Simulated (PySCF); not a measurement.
BiHF2, SMILES [BiH]([F])[F]. Coordinates come from a PBE0-D3(BJ)/def2-TZVP optimisation. The def2 effective core potentials stand for the cores of Bi; spin–orbit coupling is left out.

Computed equilibrium geometry at PBE0-D3(BJ)/def2-TZVP (PySCF confirms it by a frequency run) as a Z-matrix, and its point group:
point group Cs.
```
Bi
F 1 2.0035
F 1 2.0035 2 95.99
H 1 1.8052 2 92.66 3 -92.95
```
